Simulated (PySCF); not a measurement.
PySCF input for C₄H₇FO₂, SMILES C=C(F)OCCO, TDA-CAM-B3LYP/def2-SVPD. The structure is a stationary point at B3LYP-D3(BJ)/def2-SVP. The structure was generated by enumeration, and PubChem lists no compound with its InChIKey, so it may never have been made. The values are those of a single conformer.

```python
import numpy as np
from pyscf import gto, scf, dft, tdscf

mol = gto.M(
    atom='''
    C     2.37027272    0.59459275   -0.57410092
    C     1.43165865    0.01365131    0.17097261
    F     1.71988091   -0.98781918    1.01707835
    O     0.14295153    0.36396017    0.20746113
    C    -0.83662012   -0.69009173    0.16332829
    C    -2.18728178   -0.00881465    0.08903822
    O    -2.31280458    0.78463058   -1.06324541
    H     2.09126728    1.38214712   -1.27183828
    H     3.41287334    0.30046172   -0.46431297
    H    -0.75322240   -1.32546708    1.05946327
    H    -0.66203146   -1.30466272   -0.73704822
    H    -2.97286089   -0.78063997    0.05204725
    H    -2.34092892    0.57672774    1.01878038
    H    -1.56337765    1.39705382   -1.05995152
    ''',
    basis='def2-SVPD',
    charge=0,
    spin=0,
    max_memory=1600,
    verbose=4,
)
mf = dft.RKS(mol, xc='cam-b3lyp').density_fit(auxbasis='def2-universal-jkfit')
mf.grids.level = 3
mf.conv_tol = 1e-9
mf.max_cycle = 100
mf.kernel()
mf.grids = dft.Grids(mol).set(level=1).build(with_non0tab=True)  # coarser grid for the response kernel
td = tdscf.TDA(mf)
td.singlet = True
td.nstates = 6
td.conv_tol = 1e-4
td.positive_eig_threshold = 1e-6
td.kernel(x0=td.get_init_guess(mf, 11))
td.analyze()
tt = tdscf.TDA(mf)
tt.singlet = False
tt.nstates = 2
tt.conv_tol = 1e-4
tt.positive_eig_threshold = 1e-6
tt.kernel(x0=tt.get_init_guess(mf, 7))
tt.analyze(verbose=3)
```

Program output:

```
PySCF version 2.14.0

[INPUT] verbose = 4
[INPUT] num. atoms = 14
[INPUT] num. electrons = 56
[INPUT] charge = 0
[INPUT] spin (= nelec alpha-beta = 2S) = 0
[INPUT] symmetry False subgroup None
[INPUT] Mole.unit = angstrom
[INPUT] Symbol           X                Y                Z      unit          X                Y                Z       unit  Magmom
[INPUT]  1 C      2.370272720000   0.594592750000  -0.574100920000 AA    4.479166281328   1.123617453152  -1.084893506661 Bohr   0.0
[INPUT]  2 C      1.431658650000   0.013651310000   0.170972610000 AA    2.705442752365   0.025797237142   0.323091407702 Bohr   0.0
[INPUT]  3 F      1.719880910000  -0.987819180000   1.017078350000 AA    3.250103886768  -1.866707710792   1.921999528725 Bohr   0.0
[INPUT]  4 O      0.142951530000   0.363960170000   0.207461130000 AA    0.270139240788   0.687785041550   0.392044717193 Bohr   0.0
[INPUT]  5 C     -0.836620120000  -0.690091730000   0.163328290000 AA   -1.580982897101  -1.304084370527   0.308645736494 Bohr   0.0
[INPUT]  6 C     -2.187281780000  -0.008814650000   0.089038220000 AA   -4.133363521451  -0.016657274384   0.168257850419 Bohr   0.0
[INPUT]  7 O     -2.312804580000   0.784630580000  -1.063245410000 AA   -4.370567235840   1.482736905159  -2.009242628101 Bohr   0.0
[INPUT]  8 H      2.091267280000   1.382147120000  -1.271838280000 AA    3.951922412464   2.611879520656  -2.403426023938 Bohr   0.0
[INPUT]  9 H      3.412873340000   0.300461720000  -0.464312970000 AA    6.449395910430   0.567790361716  -0.877424349383 Bohr   0.0
[INPUT] 10 H     -0.753222400000  -1.325467080000   1.059463270000 AA   -1.423384046888  -2.504769768327   2.002095419336 Bohr   0.0
[INPUT] 11 H     -0.662031460000  -1.304662720000  -0.737048220000 AA   -1.251058145246  -2.465455225730  -1.392819276398 Bohr   0.0
[INPUT] 12 H     -2.972860890000  -0.780639970000   0.052047250000 AA   -5.617892888531  -1.475195745189   0.098355048037 Bohr   0.0
[INPUT] 13 H     -2.340928920000   0.576727740000   1.018780380000 AA   -4.423714535874   1.089857477039   1.925215899280 Bohr   0.0
[INPUT] 14 H     -1.563377650000   1.397053820000  -1.059951520000 AA   -2.954355587766   2.640049101077  -2.003018078116 Bohr   0.0

nuclear repulsion = 314.513952837961
number of shells = 87
number of NR pGTOs = 289
number of NR cGTOs = 205
basis = def2-SVPD
ecp = {}


******** <class 'pyscf.df.df_jk.DFRKS'> ********
method = DFRKS
initial guess = minao
damping factor = 0
level_shift factor = 0
DIIS = <class 'pyscf.scf.diis.CDIIS'>
diis_start_cycle = 1
diis_space = 8
diis_damp = 0
SCF conv_tol = 1e-09
SCF conv_tol_grad = None
SCF max_cycles = 100
direct_scf = False
XC library pyscf.dft.libxc version 7.1.2
    S. Lehtola, C. Steigemann, M. J. T. Oliveira, and M. A. L. Marques,  SoftwareX 7, 1–5 (2018)
XC functionals = cam-b3lyp
    T. Yanai, D. P. Tew, and N. C. Handy,  Chem. Phys. Lett. 393, 51 (2004)
radial grids:
    Treutler-Ahlrichs [JCP 102, 346 (1995); DOI:10.1063/1.469408] (M4) radial grids

becke partition: Becke, JCP 88, 2547 (1988); DOI:10.1063/1.454033
pruning grids: <function nwchem_prune>
grids dens level: 3
symmetrized grids: False
atomic radii adjust function: <function treutler_atomic_radii_adjust>
small_rho_cutoff = 0
Set gradient conv threshold to 3.16228e-05
Initial guess from minao.
tot grids = 167560
******** <class 'pyscf.df.df.DF'> ********
auxbasis = def2-universal-jkfit
Create RSH-DF object <pyscf.df.df.DF object> for omega=0.33
******** <class 'pyscf.df.df.DF'> ********
auxbasis = auxmol.basis = def2-universal-jkfit
init E= -407.354181180217
  HOMO = -0.272060553011162  LUMO = 0.00176223339917847  gap/eV = 7.45110
cycle= 1 E= -406.307201951906  delta_E= 1.05  |g|= 0.879  |ddm|= 5.02
  HOMO = -0.247698303257003  LUMO = 0.0303068850791259  gap/eV = 7.56491
cycle= 2 E= -406.248964843635  delta_E= 0.0582  |g|= 1.08  |ddm|= 1.86
  HOMO = -0.312902595688268  LUMO = 0.0405479333747349  gap/eV = 9.61788
cycle= 3 E= -406.455558374679  delta_E= -0.207  |g|= 0.0586  |ddm|= 1.02
  HOMO = -0.318122455042666  LUMO = 0.04145027541934  gap/eV = 9.78447
cycle= 4 E= -406.456092303437  delta_E= -0.000534  |g|= 0.0317  |ddm|= 0.0949
  HOMO = -0.316640503293422  LUMO = 0.0415011344322735  gap/eV = 9.74553
cycle= 5 E= -406.456267866885  delta_E= -0.000176  |g|= 0.0101  |ddm|= 0.0338
  HOMO = -0.31652147843154  LUMO = 0.041568653812365  gap/eV = 9.74413
cycle= 6 E= -406.45628757138  delta_E= -1.97e-05  |g|= 0.00151  |ddm|= 0.013
  HOMO = -0.316797612240616  LUMO = 0.041561148529687  gap/eV = 9.75144
cycle= 7 E= -406.456288163738  delta_E= -5.92e-07  |g|= 0.000592  |ddm|= 0.003
  HOMO = -0.316737899528126  LUMO = 0.0415621846205614  gap/eV = 9.74984
cycle= 8 E= -406.456288269225  delta_E= -1.05e-07  |g|= 0.000256  |ddm|= 0.0013
  HOMO = -0.316728174140261  LUMO = 0.0415671377286859  gap/eV = 9.74971
cycle= 9 E= -406.456288283914  delta_E= -1.47e-08  |g|= 7.37e-05  |ddm|= 0.000446
  HOMO = -0.316738574753144  LUMO = 0.0415661563171588  gap/eV = 9.74997
cycle= 10 E= -406.456288285361  delta_E= -1.45e-09  |g|= 3.15e-05  |ddm|= 0.000151
  HOMO = -0.316739182954107  LUMO = 0.0415661667203633  gap/eV = 9.74999
cycle= 11 E= -406.456288285593  delta_E= -2.32e-10  |g|= 7.2e-06  |ddm|= 5.9e-05
  HOMO = -0.316738249366395  LUMO = 0.0415665679799506  gap/eV = 9.74997
Extra cycle  E= -406.456288285598  delta_E= -4.66e-12  |g|= 6.91e-06  |ddm|= 1.94e-05
converged SCF energy = -406.456288285598
tot grids = 53688
Overwritten attributes  positive_eig_threshold  of <class 'pyscf.tdscf.rks.TDA'>


******** <class 'pyscf.tdscf.rks.TDA'> for <class 'pyscf.df.df_jk.DFRKS'> ********
nstates = 6 singlet
deg_eia_thresh = 1.000e-03
wfnsym = None
conv_tol = 0.0001
eigh lindep = 1e-12
eigh level_shift = 0
eigh max_cycle = 100


Excitation energies (eV)
[6.74915595 7.51428301 7.57761675 7.75874433 7.93956366 8.24945934]

** Singlet excitation energies and oscillator strengths **
Excited State   1:      6.74916 eV    183.70 nm  f=0.0372
      28 -> 29        0.63525
      28 -> 30        0.14215
      28 -> 31        0.17180
      28 -> 32        0.17294
Excited State   2:      7.51428 eV    165.00 nm  f=0.4086
      26 -> 30       -0.13240
      27 -> 29       -0.16776
      27 -> 32        0.10443
      28 -> 29       -0.14405
      28 -> 30        0.60570
Excited State   3:      7.57762 eV    163.62 nm  f=0.0669
      27 -> 29       -0.50700
      27 -> 30       -0.17946
      27 -> 32        0.35639
      28 -> 30       -0.18827
Excited State   4:      7.75874 eV    159.80 nm  f=0.0554
      28 -> 31        0.55200
      28 -> 32       -0.30329
      28 -> 34        0.25732
Excited State   5:      7.93956 eV    156.16 nm  f=0.0250
      28 -> 29        0.15383
      28 -> 30        0.10008
      28 -> 31       -0.13780
      28 -> 32       -0.52973
      28 -> 34       -0.30943
      28 -> 35        0.17667
      28 -> 38       -0.12976
Excited State   6:      8.24946 eV    150.29 nm  f=0.0074
      28 -> 32        0.15040
      28 -> 33        0.20021
      28 -> 35        0.44889
      28 -> 36       -0.24283
      28 -> 38       -0.25676
      28 -> 39       -0.17537
      28 -> 41       -0.17819

** Transition electric dipole moments (AU) **
state          X           Y           Z        Dip. S.      Osc.
  1        -0.1742     -0.3574     -0.2585      0.2249      0.0372
  2         1.2117      0.5795     -0.6443      2.2193      0.4086
  3        -0.5636     -0.0268      0.2046      0.3603      0.0669
  4        -0.4328     -0.1462      0.2875      0.2914      0.0554
  5         0.1579      0.3017      0.1117      0.1284      0.0250
  6        -0.1292     -0.1418      0.0052      0.0368      0.0074

** Transition velocity dipole moments (imaginary part, AU) **
state          X           Y           Z        Dip. S.      Osc.
  1        -0.0303     -0.0557     -0.0412      0.0057      0.0154
  2         0.2087      0.0736     -0.0513      0.0516      0.1246
  3        -0.1212      0.0288      0.0304      0.0164      0.0394
  4        -0.0892     -0.0445      0.0135      0.0101      0.0237
  5         0.0324      0.0766      0.0497      0.0094      0.0214
  6        -0.0252     -0.0249     -0.0243      0.0018      0.0041

** Transition magnetic dipole moments (imaginary part, AU) **
state          X           Y           Z
  1         0.3652     -0.4951      0.4514
  2        -0.2835     -0.4611     -0.1254
  3        -0.5483     -0.1106      0.1634
  4        -0.1010     -0.0141      0.2029
  5        -0.2956      0.2627     -0.2071
  6         0.3775      0.1120     -0.1955


******** <class 'pyscf.tdscf.rks.TDA'> for <class 'pyscf.df.df_jk.DFRKS'> ********
nstates = 2 triplet
deg_eia_thresh = 1.000e-03
wfnsym = None
conv_tol = 0.0001
eigh lindep = 1e-12
eigh level_shift = 0
eigh max_cycle = 100


Excitation energies (eV)
[4.38598499 6.53808476]

** Triplet excitation energies and oscillator strengths **
Excited State   1:      4.38598 eV    282.68 nm  f=0.0000
Excited State   2:      6.53808 eV    189.63 nm  f=0.0000
```

Self-consistency was reached.

Cost: very roughly 7 core-minutes.
